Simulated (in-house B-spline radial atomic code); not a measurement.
RPA and G0W0 for the chromium ion Cr⁺, [Ar] 3d5, highest spin, as one setting changes: the share of exact exchange in the PBE hybrid start. A dash marks a level of low quasi-particle weight. Computed with an all-electron radial atomic-structure program (B-spline basis): all electrons, scalar-relativistic (spin-free one-electron X2C), finite nucleus, each spin shell either full or empty, empty states to l = 9 with an (l + 1/2)⁻⁴ tail; G0W0 by contour deformation at full frequency.

```
share of exact exchange in the PBE hybrid start  mean-field level (eV)  G0W0 level (eV)  RPA correlation (Eh)
                                              0                -10.928                -               -1.5768
                                            0.1                      ?                ?                     ?
                                            0.2                -12.299                -               -1.5283
                                            0.3                -13.005                -               -1.5075
                                            0.4                -13.725    3d up -16.583               -1.4879
                                            0.5                -14.457    3d up -16.646               -1.4692
                                            0.6                -15.203    3d up -16.681               -1.4513
                                            0.7                -15.961    3d up -16.693               -1.4342
                                            0.8                      ?                ?                     ?
                                            0.9                -17.515    3d up -16.671                -1.402
                                              1                -18.309    3d up -16.642               -1.3868
```

Question: What belongs in the row for 0.1?

Answer: mean-field level (eV): -11.606; G0W0 level (eV): -; RPA correlation (Eh): -1.5506.

Question: What belongs in the row for 0.8?

Answer: mean-field level (eV): -16.732; G0W0 level (eV): 3d up -16.689; RPA correlation (Eh): -1.4178.

Question: At what share of exact exchange does G0W0 leave the highest level unchanged?

Answer: Near 0.79, where the shift changes sign (-0.732 eV at 0.7, +0.043 eV at 0.8).
